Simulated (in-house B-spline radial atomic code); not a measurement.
How numerical settings move a run on Ba+, [Xe] 6s1. Computed with an all-electron radial atomic-structure program (B-spline basis): Dirac-Kohn-Sham BLYP, spherical fractional occupations, Fermi nucleus of rms radius 4.8378 fm.

Command:
```bash
python run_scf.py task.json out
```
Settings of the sound reference run:
```
Z                56
electrons        55
configuration    [Xe] 6s1
hamiltonian      dirac
method           b88,lyp
spin_polarised   False
nucleus          fermi
rms_radius       4.8378
mass_number      138
atomic_mass      137.9052
speed_of_light   137.036
knot_spacing     0.22
spline_order     8
gauss_points     12
box_radius       35.29
max_iterations   70
damping          0.5
damped_steps     3
diis_vectors     10
tolerance        1e-08
start            Thomas-Fermi
```

Cost of the run: 1.8 s on 1 thread of Arm Neoverse N1 (shared host).

It converges in 10 iterations to -8139.517272 hartree, with 6s1/2 at -7.582 eV. The other runs change the listed settings, some to values that make no sense; their results aren't properties of the atom or ion. Radii are in bohr (the nuclear one in fm), a minus after a letter asks for a j subshell, and «unchanged» means within 1e-8 hartree. The run stops when the residual is below 10 × tolerance × max(1, Z/10), or a noise floor if that is larger, and the energy moves by less than 1e-8 × √|E| hartree; so very loose and very tight tolerances often act alike.

| changed settings | outcome |
| --- | --- |
| damping = 0.2 | converged in 10 iterations, energy unchanged, 6s1/2 level +6.4e-07 eV |
| gauss_points = 16 | converged in 10 iterations, energy unchanged |
| first_knot = 0.0536 | converged in 10 iterations, energy +2.80e+01 hartree from the reference, 6s1/2 level -2.9e-02 eV |
| first_knot = 1.79e-05 | converged in 10 iterations, energy -1.84e-06 hartree from the reference |
| gauss_points = 4 | converged in 10 iterations, energy +3.49e-06 hartree from the reference |
| max_iterations = 12, tolerance = 1e-10, start = bare nucleus | converged in 12 iterations, energy unchanged |
| first_knot = 0.00536 | converged in 10 iterations, energy -1.16e-01 hartree from the reference, 6s1/2 level -3.6e-04 eV |
| damping = 0.95 | converged in 10 iterations, energy unchanged, 6s1/2 level +7.9e-06 eV |
| electrons = 57, configuration = [Xe] 6s3, max_iterations = 100 | stopped with error: shell 6s holds at most 2 electrons |
| spline_order = 10, first_knot = 0.0536, max_iterations = 100, tolerance = 1e-10 | converged in 11 iterations, energy +1.51e+01 hartree from the reference, 6s1/2 level -5.2e-03 eV |
| first_knot = 0.000179 | converged in 10 iterations, energy -4.51e-05 hartree from the reference, 6s1/2 level -1.8e-06 eV |
| gauss_points = 4, first_knot = 0.00536, max_iterations = 100 | converged in 10 iterations, energy +3.73e+00 hartree from the reference, 6s1/2 level +3.5e-03 eV |
| gauss_points = 6, max_iterations = 60, damped_steps = 1 | converged in 8 iterations, energy unchanged, 6s1/2 level +1.2e-05 eV |
| damping = 0.8 | converged in 10 iterations, energy unchanged, 6s1/2 level +2.8e-06 eV |

Q: What happens with first_knot = 0.0179?

A: Converged in 10 iterations, energy +2.27e+00 hartree from the reference, 6s1/2 level -1.5e-03 eV.

Q: What happens with first_knot = 0.00179?

A: Converged in 10 iterations, energy -3.85e-02 hartree from the reference, 6s1/2 level -5.6e-05 eV.

Q: What happens with gauss_points = 3?

A: Converged in 9 iterations, energy +5.43e-04 hartree from the reference, 6s1/2 level -3.9e-07 eV.

Q: What happens with method = scan,scan?

A: Stopped with error: meta-GGAs are not served with the Dirac Hamiltonian.
